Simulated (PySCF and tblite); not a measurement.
The numbers below are computed, except where a source is named.
C7H11F, numbered as in [CH3:1][C@:2]1([CH2:3][F:4])[C@@H:5]2[CH2:6][CH2:7][C@H:8]12.

Search: ETKDG, MMFF94s, GFN2-xTB, 60 starts; geometries at GFN2-xTB. Free energies are PBE0-D3(BJ)/def2-SVP (IEF-PCM, dichloromethane) single points with GFN2-xTB rigid-rotor and vibrational terms (modes under about 100 cm⁻¹ blended into free rotors). Symmetry numbers and mirror images are counted. Conformers within 3 kcal/mol (GFN2-xTB free energy) were kept, 10 at most. Of two unlike H on one atom, a is the less shielded (WP04/pcSseg-1 (IEF-PCM, dichloromethane)). Programs: PySCF with density fitting and tblite.

An NOE distance is ⟨r⁻⁶⟩^(−1/6) over all pairs of like atoms and, for the average, over conformers.

Torsions listed: C1–C2–C3–F4. The 4-ring runs over atoms 5–6–7–8. Of a mirror pair one member is shown.

```tsv
conformer	shape	weight %
1	4-ring flat; -67°	83.1
2	4-ring flat; 180°	16.9
```

(1) Which H–H contacts under 3.5 Å would NOEs report (pairs on one atom left out) at 298.15 K?

(2) In a model where alignment follows shape alone (order matrix 0.002 × (3G/tr G − 1)/2, G the second moments of the atom positions; splitting J + 2D), what are the one-bond C–H dipolar couplings D?

GFN2-xTB leaves a saturated small ring flat here that puckers in reality.

Results:

(1) 
| pair | in 1 (Å) | in 2 (Å) | average (Å) |
| --- | --- | --- | --- |
| H1 ··· H6b/H7b | 2.62 | 2.63 | 2.62 |
| H3 ··· H5/H8 | 2.76 | 3.27 | 2.82 |
| H5/H8 ··· H6a/H7a | 2.84 | 2.84 | 2.84 |
| H1 ··· H3 | 3.14 | 2.89 | 3.08 |
| H5/H8 ··· H6b/H7b | 3.25 | 3.25 | 3.25 |

Longer pairs under the limit may be missing.

(2) H1 -1.3 Hz (-1.3 in conformer 1), H3 3.1 Hz (2.9 in conformer 1), H5/H8 6.1 Hz (6.2 in conformer 1), H6a/H7a -5.5 Hz (-5.5 in conformer 1), H6b/H7b 5.6 Hz (5.7 in conformer 1).
